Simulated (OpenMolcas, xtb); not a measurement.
## GeNH3Cl (SMILES [NH2][GeH][Cl]): the energy, rung by rung

GeNH3Cl: 6 atoms, total charge 0, spin state doublet. As SMILES, `[NH2][GeH][Cl]`. The shape is that of a PBE0-D4/def2-TZVP optimisation. This is one conformer, not always the lowest.

```xyz
6

N    -0.4463    0.3179   -0.7883
Ge    0.0754   -0.1510    0.9081
Cl    1.2430   -1.9569    0.6233
H    -0.9845    1.1712   -0.8614
H    -0.8887   -0.4143   -1.3272
H     1.0432    0.9691    1.3993
```

Each level gives the energy change with the N1–H5 bond stretched from 1.011 to 1.314 Å (eV). The values are calculated.

```tsv
level	kind	program	value (eV)	less CCSD(T)/cc-pVDZ
GFN2-xTB	semi-empirical	xtb	0.97	-0.10
UHF/cc-pVDZ	Hartree–Fock	OpenMolcas	1.33	+0.26
USVWN5/cc-pVDZ	LDA	OpenMolcas	0.98	-0.09
U-revPBE/cc-pVDZ	GGA	OpenMolcas	0.98	-0.09
UBLYP/cc-pVDZ	GGA	OpenMolcas	0.95	-0.12
UM06-L/cc-pVDZ	meta-GGA	OpenMolcas	1.11	+0.04
UPBE0/cc-pVDZ	global hybrid	OpenMolcas	1.12	+0.05
ROCCSD(T)/cc-pVDZ	coupled cluster or CI	OpenMolcas	1.07	0.00
```

Differences are taken from ROCCSD(T)/cc-pVDZ for orientation; it has basis-set and higher-order errors of its own. All-electron rows without a relativistic Hamiltonian named are non-relativistic. The first shape isn't each level's own minimum. The values span 0.95 to 1.33 eV. In the correlated wave-function rows the outer d shell of Ge is correlated, in sets not made for it.
